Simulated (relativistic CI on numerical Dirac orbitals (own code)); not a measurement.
# Level scheme of Ar¹²⁺

Calculated at this level of theory: Dirac-Coulomb-Breit CI, KLI orbitals optimised for each configuration, model QED (radiative potential, 1s self-energy scaled to tabulated hydrogen-like ionisation energies), unscaled Slater integrals (own radial code, finite nucleus).

Configurations in the expansion (outside the closed core 1s2): 2s2.2p2, 2s.2p3, 2p4, 2p3.3s, 2p3.3p, 2s2.2p.3s, 2p3.3d, 2s2.2p.3p, 2s2.2p.3d, 2s.2p2.3s, 2s.2p2.3p, 2s.2p2.3d, 2s2.2p.4s, 2s2.2p.4p, 2s2.2p.4d, 2s2.2p.4f. Levels of other configurations are missing.

```tsv
No.	Configuration	Term	J	E (eV)	%	Landé g	Lifetime (s)
41	2s2.2p.3d	3F°	4	421.793	96	1.250	1.17e-09
42	2s2.2p.3d	3D°	1	423.035	78	0.664	2.52e-13
43	2s2.2p.3d	3D°	2	423.559	53	1.227	3.11e-13
44	2s2.2p.3d	3D°	3	424.642	91	1.317	2.48e-13
45	2s.2p2(3P)<4P>.3s	3P	0	425.036	89		1.97e-12
46	2s2.2p.3d	3P°	2	425.357	59	1.369	3.30e-13
47	2s2.2p.3d	3P°	1	425.569	80	1.341	3.73e-13
48	2s2.2p.3d	3P°	0	425.711	96		4.19e-13
49	2s.2p2(3P)<4P>.3s	3P	1	425.845	90	1.500	1.93e-12
50	2s.2p2(3P)<4P>.3s	3P	2	427.238	90	1.497	1.91e-12
51	2s2.2p.3d	1P°	1	429.996	91	1.001	2.95e-13
52	2s2.2p.3d	1F°	3	430.281	94	1.005	1.84e-13
53	2s.2p2(3P)<4P>.3p	3S°	1	430.854	69	1.937	1.12e-12
54	2s.2p2(3P)<4P>.3p	5D°	0	430.978	99		3.92e-10
55	2s.2p2(3P)<4P>.3p	5D°	1	431.363	80	1.598	4.12e-12
56	2s.2p2(3P)<4P>.3p	5D°	2	431.820	94	1.517	7.04e-10
57	2s.2p2(3P)<4P>.3p	5D°	3	432.716	95	1.507	8.27e-10
58	2s.2p2(3P)<4P>.3p	5P°	1	433.617	91	2.444	1.10e-11
59	2s.2p2(3P)<4P>.3p	5D°	4	433.882	99	1.499	9.39e-10
60	2s.2p2(3P)<4P>.3p	5P°	2	433.888	92	1.811	8.61e-11
61	2s.2p2(3P)<4P>.3p	5P°	3	434.755	93	1.650	4.04e-11
62	2s.2p2(3P)<4P>.3p	3D°	1	437.252	97	0.520	9.15e-13
63	2s.2p2(3P)<4P>.3p	3D°	2	437.999	96	1.179	9.19e-13
64	2s.2p2(3P)<4P>.3p	3D°	3	439.178	96	1.340	9.25e-13
65	2s.2p2(3P)<4P>.3p	5S°	2	439.561	97	1.993	7.26e-11
66	2s.2p2(3P)<4P>.3p	3P°	0	440.531	99		9.31e-13
67	2s.2p2(3P)<4P>.3p	3P°	1	440.923	96	1.489	9.23e-13
68	2s.2p2(3P)<4P>.3p	3P°	2	441.328	96	1.494	9.25e-13
69	2s.2p2(1D)<2D>.3s	3D	1	441.453	97	0.501	1.52e-12
70	2s.2p2(1D)<2D>.3s	3D	2	441.496	97	1.168	1.51e-12
71	2s.2p2(1D)<2D>.3s	3D	3	441.543	97	1.334	1.49e-12
72	2s.2p2(3P)<4P>.3d	5F	1	445.868	98	0.029	1.69e-10
73	2s.2p2(3P)<4P>.3d	5F	2	446.127	95	1.026	7.80e-11
74	2s.2p2(1D)<2D>.3s	1D	2	446.558	97	1.002	3.45e-12
75	2s.2p2(3P)<4P>.3d	5F	3	446.561	92	1.270	4.44e-11
76	2s.2p2(3P)<4P>.3d	5F	4	447.230	93	1.360	1.85e-10
77	2s.2p2(3P)<4P>.3d	5F	5	448.148	100	1.399	1.47e-09
78	2s.2p2(3P)<4P>.3d	5D	0	448.695	98		5.02e-11
79	2s.2p2(3P)<4P>.3d	5D	1	448.734	94	1.490	8.72e-12
80	2s.2p2(3P)<4P>.3d	5D	2	448.828	87	1.492	3.36e-12
81	2s.2p2(3P)<4P>.3d	5D	3	449.041	80	1.496	1.89e-12
82	2s.2p2(3P)<4P>.3d	5D	4	449.650	92	1.487	7.06e-10
83	2s.2p2(3P)<4P>.3d	5P	3	451.593	87	1.646	2.35e-13
84	2s.2p2(3P)<4P>.3d	3P	2	451.866	81	1.532	5.20e-13
85	2s.2p2(3P)<4P>.3d	5P	2	452.144	81	1.773	2.40e-13
86	2s.2p2(3P)<4P>.3d	5P	1	452.373	95	2.461	2.13e-13
87	2s.2p2(3P)<4P>.3d	3P	1	452.924	94	1.509	5.99e-13
88	2s.2p2(3P)<4P>.3d	3P	0	453.457	96		6.01e-13
89	2s.2p2(3P)<4P>.3d	3F	2	454.348	99	0.672	6.32e-13
90	2s.2p2(1S)<2S>.3s	3S	1	454.536	86	1.938	1.68e-12
91	2s.2p2(3P)<4P>.3d	3F	3	455.168	99	1.086	6.24e-13
92	2s.2p2(1D)<2D>.3p	3F°	2	456.031	65	0.780	2.04e-12
93	2s.2p2(3P)<4P>.3d	3F	4	456.296	99	1.250	6.19e-13
94	2s.2p2(1D)<2D>.3p	3F°	3	456.573	97	1.083	4.26e-11
95	2s.2p2(1D)<2D>.3p	3F°	4	456.958	99	1.250	2.47e-10
96	2s.2p2(1D)<2D>.3p	1D°	2	456.959	61	0.894	1.00e-12
97	2s.2p2(3P)<2P>.3s	3P	0	457.307	66		2.55e-12
98	2s.2p2(1D)<2D>.3p	1F°	3	458.595	92	1.020	8.67e-13
99	2s.2p2(1D)<2D>.3p	3D°	1	458.842	91	0.545	3.39e-12
100	2s.2p2(1D)<2D>.3p	3D°	2	459.075	98	1.170	6.17e-12
101	2s.2p2(3P)<2P>.3s	3P	1	459.135	81	1.517	1.99e-12
102	2s.2p2(1D)<2D>.3p	3D°	3	459.321	93	1.314	4.71e-12
103	2s.2p2(1D)<2D>.3p	1P°	1	459.774	88	0.963	6.44e-13
104	2s.2p2(3P)<4P>.3d	3D	1	459.960	98	0.515	3.87e-13
105	2s.2p2(3P)<4P>.3d	3D	2	460.135	52	1.321	5.96e-13
106	2s.2p2(3P)<2P>.3s	3P	2	460.303	50	1.341	7.07e-13
107	2s.2p2(3P)<4P>.3d	3D	3	460.551	98	1.329	3.62e-13
108	2s.2p2(1S)<2S>.3s	1S	0	460.626	67		2.51e-12
109	2s.2p2(1D)<2D>.3p	3P°	1	461.743	98	1.492	1.24e-11
110	2s.2p2(1D)<2D>.3p	3P°	0	461.749	98		1.66e-11
```

Energies count from the lowest computed level; ° marks odd parity; lifetimes are radiative, by E1, M1, E2, M2 decay to levels of this space only. Percentages are summed over parent terms; the parents shown are those of the largest component, closed shells are left out there, and <> holds an intermediate term.

The mean weight of the leading LS term, summed over parents, in these 70 levels is 89 %, and that of the leading jj configuration (from the same eigenvectors) 53 %, so LS coupling describes them better.

At this charge energies of transitions that change n are usually good to better than 1 %, and those within a shell (Δn = 0) to a few per cent.

LS names give the leading component of a level, which can be under half, so a name can repeat, a term be missing and a line seem to break the LS rules.
